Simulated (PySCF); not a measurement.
B(Cl)(GeH3)(OMe) (CH6BClGeO), SMILES O(C)[B]([GeH3])Cl. Geometry: PBE-D3(BJ)/def2-SVP. The values are those of a single conformer.

Task: Give the equilibrium geometry at PBE-D3(BJ)/def2-SVP (PySCF confirms it by a frequency run) as a Z-matrix, and its point group. (An estimate is asked for; the answer gives what the named calculation found.)

Result: Several could match; the one computed here: point group Cs.
```
B
O 1 1.3482
C 2 1.4205 1 124.93
H 3 1.1086 2 108.88 1 -120.90
H 3 1.1086 4 108.56 2 118.40
H 3 1.1108 4 108.99 5 118.59
Cl 1 1.7770 2 115.88 3 180.00
Ge 1 2.0896 2 125.16 3 0.00
H 8 1.5483 1 111.48 2 -180.00
H 8 1.5568 9 107.91 1 122.99
H 8 1.5568 9 107.91 10 114.03
```
